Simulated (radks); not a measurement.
The numbers below are computed, except where a source is named.
Ga XI, 21 electrons, occupied as [Ar] 3d3.

Level of theory: non-relativistic Kohn-Sham, PBE, spin-polarised, spherical densities, point nucleus; open shells are filled with parallel spins first (a radial shooting solver on a logarithmic mesh with Libxc functionals).

Energy parts (hartree):
part                       energy
total                 -1884.36150
kinetic                1883.45706
electron-nucleus      -4298.54511
Hartree                 596.75558
exchange-correlation    -66.02904

Orbitals (lengths in bohr, moments of r in powers of bohr; r(90%) holds 90 % of the orbital's charge):
| orbital | occ. | eigenvalue (hartree) | <r^2> | r(90%) | <1/r> | <r^4> |
|---|---|---|---|---|---|---|
| 1s up | 1 | -380.9031 | 0.003275 | 0.0880 | 30.50 | 0.00002729 |
| 1s down | 1 | -380.9029 | 0.003275 | 0.0880 | 30.50 | 0.00002729 |
| 2s up | 1 | -55.57662 | 0.05762 | 0.342 | 6.683 | 0.005715 |
| 2s down | 1 | -55.43652 | 0.05743 | 0.341 | 6.695 | 0.005674 |
| 2p up | 3 | -50.39869 | 0.04510 | 0.313 | 6.646 | 0.004062 |
| 2p down | 3 | -50.29591 | 0.04490 | 0.312 | 6.657 | 0.004024 |
| 3s up | 1 | -14.30555 | 0.4249 | 0.896 | 2.336 | 0.2744 |
| 3s down | 1 | -14.09375 | 0.4287 | 0.901 | 2.322 | 0.2797 |
| 3p up | 3 | -12.59116 | 0.4292 | 0.913 | 2.252 | 0.2927 |
| 3p down | 3 | -12.37698 | 0.4342 | 0.919 | 2.236 | 0.3002 |
| 3d up | 3 | -9.70165 | 0.4046 | 0.921 | 2.083 | 0.2983 |
| 3d down | 0 | -9.46681 | 0.4133 | 0.932 | 2.068 | 0.3130 |

The highest occupied level is 3d up at -264.00 eV. Spin moment in Bohr magnetons: 3. Summed over all electrons, <r^2> = 5.049 bohr^2, which gives a Langevin (diamagnetic) susceptibility term of -4 x 10^-6 cm^3/mol.
